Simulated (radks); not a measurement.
Task: Valence configurations of Mn2+ (all share [Ar]). Calculated with a radial shooting solver on a logarithmic mesh with Libxc functionals: scalar-relativistic Kohn-Sham, r2SCAN, spin-polarised, spherical densities, finite nucleus; open shells are filled with parallel spins first; meta-GGA in the generalised Kohn-Sham scheme; Fermi nuclear charge, rms radius 3.7057 fm. Order these by energy: 3d4 4s0.5 4p0.5; 3d3.5 4s1 4p0.5; 3d4 4s1; 3d3.5 4s0.5 4p1; 3d4.5 4s0.5; 3d5; 3d4 4p1; 3d2 4p3; 3d3 4p2; 3d4.5 4p0.5.

Result: From the lowest, in eV above it: 3d5 0.000; 3d4.5 4s0.5 3.731; 3d4.5 4p0.5 6.758; 3d4 4s1 8.133; 3d4 4s0.5 4p0.5 11.376; 3d4 4p1 14.540; 3d3.5 4s1 4p0.5 16.771; 3d3.5 4s0.5 4p1 20.133; 3d3 4p2 33.595; 3d2 4p3 57.901. NIST lists [Ar] 3d5 as the ground configuration; this level of theory agrees among the configurations tried. The energies are those of spherical high-spin densities, not of single terms.
